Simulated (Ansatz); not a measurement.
The cluster Nb2O, relaxed as a singlet with RKS r2SCAN-D4/def2-TZVP in Ansatz, starting from packed atoms. Force threshold 0.02 eV/Å.

In the def2 sets Nb takes a core potential; there is no spin–orbit coupling. The structure comes from a short search, and lower isomers may exist.

Start:

```xyz
3

Nb    0.682    1.227    1.424
Nb   -0.025   -1.729   -0.931
O    -0.658    0.502   -0.494
```

(1) Estimate the energy that the relaxation releases and the steps that it takes.

(2) Does the start keep its bonding and symmetry?

(3) Predict the relaxed structure.

Answers

(1) 892.5 kJ/mol, in 9 steps; 31 s on 4 threads of Arm Neoverse V1 on a shared host. No frequencies were taken in this run, so the end may be a saddle point.

(2) By distances, no bond broke or formed, bridged metal pairs apart. The bond that changes most is Nb1–O3, from 2.45 to 1.93 Å (atoms count from 1). A close non-bonded pair moves further: Nb1–Nb2, from 3.85 to 2.11 Å. Metal–metal contacts that move far: Nb1–Nb2 3.85 to 2.11 Å. The end is the same structure that another start reached. Point group Cs at the start, C2v at the end, both within 0.05 Å.

(3) 
```xyz
3

Nb    0.5491    0.5296    0.9074
Nb    0.1823   -1.1113   -0.3703
O    -0.7314    0.5816   -0.5371
```
Bond lengths (bridged metal pairs left out): 2 × Nb–O 1.93 Å.
